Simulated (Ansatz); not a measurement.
Question: Name a neutral molecule of C, F, Si and H with LUMO energy (B3LYP/def2-TZVPP) between -0.05 and 0.25 eV and HOMO energy (PBE/def2-TZVPP) between -7.25 and -6.95 eV (Ansatz, PBE0-D4/def2-TZVP geometry).

Answer: `FC(F)[SiH3]` (0.06 eV, -7.16 eV); `FC[SiH3]` (0.25 eV, -7.21 eV); `C[SiH](F)CF` (0.02 eV, -7.05 eV). Other molecules can fit too; these were computed, each in one conformer that needn't be the lowest.

B3LYP here is the variant with VWN-RPA as its local correlation; programs differ in this.
